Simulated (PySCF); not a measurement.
## Computed structure and properties of [OsO3Cl]−

System: [OsO3Cl]− (singlet); start: displaced along the imaginary mode (Cs). Method: PySCF 2.14.0, RKS BP86, Os def2-SVP with ECP60, O def2-SVP, Cl def2-SVP; non-relativistic Hamiltonian with scalar-relativistic core potentials where named; density fitting; no spin-orbit coupling.

Input of the relaxation:

```python
mol = gto.M(atom='''
Os     0.00000     0.25783    -0.00441
O      1.72804    -0.07200     0.25000
O      0.00000     1.99511    -0.22592
O     -1.72804    -0.07200     0.25000
Cl     0.00000    -2.26208    -0.10118''',
    basis={'Os': 'def2-SVP', 'O': 'def2-SVP', 'Cl': 'def2-SVP'},
    ecp={'Os': 'def2-SVP'},
    charge=-1, spin=0)
mf = dft.RKS(mol, xc='B88,P86')
mf.grids.atom_grid = (50, 194)
mf = mf.density_fit()  # fitting sets: Os def2-universal-JKFIT, O def2-universal-JKFIT, Cl def2-universal-JKFIT
mf.conv_tol = 1e-08; mf.max_cycle = 55
mf.kernel(dm0)  # dm0: converged density of the start geometry
# quasi-Newton relaxation in Cartesian coordinates to a largest gradient under 0.00045 Eh/bohr, steps kept in the point group
```

Run from Python with OMP_NUM_THREADS=2; the lines above give its settings. Where DIIS fails, smearing, a level shift and second-order steps follow.
It took 29 s on 2 threads of Arm Neoverse V1, with other jobs on the host, from the converged density of the start.

Course of the relaxation:

| step | energy above end (eV) | largest force component within the symmetry (eV/Å) |
| --- | --- | --- |
| 0 | 0.4355 | 1.037 |
| 1 | 0.2649 | 0.466 |
| 2 | 0.0516 | 0.643 |
| 3 | 0.0439 | 1.350 |
| 4 | 0.0078 | 0.470 |
| 5 | 0.0046 | 0.254 |
| 6 | 0.0004 | 0.066 |
| 7 | 0.0001 | 0.034 |
| 8 | 0.0000 | 0.027 |
| 9 | 0.0000 | 0.005 |

Relaxed geometry (Cs):

```xyz
5

Os    0.0000    0.2364    0.0342
O     1.6221   -0.0230    0.6342
O     0.0000    1.8422   -0.6411
O    -1.6221   -0.0230    0.6342
Cl    0.0000   -2.1858   -0.4930
```

```json
{"contact": "Os1–O2 (O)", "Å": "1.749"}
{"contact": "Os1–O3 (O)", "Å": "1.742"}
{"contact": "Os1–O4 (O)", "Å": "1.749"}
{"contact": "Os1–Cl5 (Cl)", "Å": "2.479"}
```

On the finer grid (75, 302):

| Quantity | Value |
| --- | --- |
| HOMO | -0.32 eV |
| LUMO | 0.81 eV |
| Dipole about the centre of mass | 1.51 D |
| Set of Mulliken populations of Os1 outside the core potential | s 2.81, p 6.52, d 5.96, f 0.14 |
| D3(BJ) dispersion energy (not in the energies) | -0.252 eV |

| atom | Mulliken (e) | Löwdin (e) | spin (e) |
| --- | --- | --- | --- |
| Os1 | 0.56 | -0.26 | 0.00 |
| O2 | -0.38 | -0.19 | 0.00 |
| O3 | -0.41 | -0.19 | 0.00 |
| O4 | -0.38 | -0.19 | 0.00 |
| Cl5 | -0.38 | -0.18 | 0.00 |

On the grid (50, 194), as all that follows. Harmonic modes: a minimum; lowest 154 cm⁻¹ (negative: unstable), highest 914 cm⁻¹, zero-point energy 0.257 eV.

Rigid scan of O along the line from its metal:

```tsv
distance to O2 (Å)	energy (eV)
1.45	3.485
1.55	1.263
1.65	0.260
1.75	0.000
1.85	0.180
1.95	0.608
2.05	1.161
2.20	2.067
```

Taking off one Cl (charge -1, singlet; the rest: singlet) in vacuum, both parts rigid, costs 3.11 eV; the small basis without counterpoise inflates it.

Rigid scan of Cl along the line from its metal:

```csv
distance to Cl5 (Å),energy (eV)
2.18,0.547
2.28,0.205
2.38,0.043
2.48,0.000
2.58,0.032
2.68,0.110
2.88,0.332
3.18,0.686
3.58,1.056
4.08,1.339
```

One start shape was tried, so this needn't be the lowest isomer.
